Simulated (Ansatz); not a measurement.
Consider the formal exchange of groups at the Se–Si bond: `[CH3][AlH][SiH2][SeH]` + `[SiH3]CS` → `SC[SiH2][SeH]` + `[CH3][AlH][SiH3]`.

Isolated molecules relaxed with PBE0-D4/def2-TZVP in Ansatz; ΔE leaves out vibrations. CCSD(T)/CBS adds triple-zeta CCSD(T) − MP2 to the extrapolated MP2 energy (def2 sets, frozen cores). DFT in def2-TZVPP. For Se outer-core shells are correlated without core-valence functions, which leaves a few kJ/mol of doubt a bond. Scalar relativity is left out up to krypton. Each species was taken in one conformer, which may not be the lowest.

`[CH3][AlH][SiH2][SeH]`:

Cartesian coordinates in Å:
```
C -0.526 -2.278 -0.544
Al -0.920 -0.450 0.012
Si 0.859 1.237 0.227
Se -0.159 3.188 0.872
H -0.989 -2.479 -1.517
H -0.960 -2.998 0.157
H 0.541 -2.489 -0.634
H -2.417 -0.014 0.328
H 1.598 1.456 -1.052
H 1.892 0.854 1.235
H 1.082 3.974 0.918
```

`[SiH3]CS`:

Z-matrix (Å, degrees):
```
Si
C 1 1.878
H 1 1.489 2 110.7
H 1 1.484 2 109.8 3 121.0
H 1 1.488 2 108.8 3 -119.4
S 2 1.813 1 111.4 3 177.0
H 2 1.092 1 112.3 3 52.0
H 2 1.093 1 109.3 3 -67.0
H 6 1.343 2 97.3 1 -50.2
```

`SC[SiH2][SeH]`:

```xyz
10

S    -1.644   -0.328    1.163
C    -0.836    0.116   -0.391
Si    0.965    0.570   -0.103
Se    2.082   -0.968    1.146
H    -2.911   -0.227    0.727
H    -1.311    1.000   -0.828
H    -0.900   -0.701   -1.114
H     1.603    0.747   -1.434
H     1.063    1.822    0.685
H     1.891   -2.031    0.149
```

`[CH3][AlH][SiH3]`:

Z-matrix (Å, degrees):
```
C
Al 1 1.953
H 1 1.092 2 113.7
H 1 1.096 2 110.5 3 -121.7
H 1 1.096 2 110.2 3 121.3
Si 2 2.461 1 120.6 3 -1.5
H 2 1.593 1 118.9 3 178.7
H 6 1.490 2 114.1 1 179.6
H 6 1.494 2 110.9 1 58.4
H 6 1.494 2 110.7 1 -59.3
```

| level | ΔE (kcal/mol) |
| --- | --- |
| r2SCANh-D4 | 0.4 |
| PBE0 | 0.7 |

(1) What does CCSD(T)/CBS give? (Best estimate.)

Largest T1 diagnostic among the species: 0.011.

Results:

(1) Ansatz gave: +0.5 kcal/mol. The listed levels differ from it by -0.1, 0.2 kcal/mol.

Leaving LDA and LC-ωPBE aside and taking each functional with its dispersion term where it has one, the values, not all of them listed here, spread over 0.7 kcal/mol, from revPBE-D4 to B2PLYP. In def2-TZVPP, CCSD(T) changes the Hartree–Fock value by −0.9 kcal/mol (the triples alone add −0.1 kcal/mol) and MP2 by −1.0 kcal/mol.
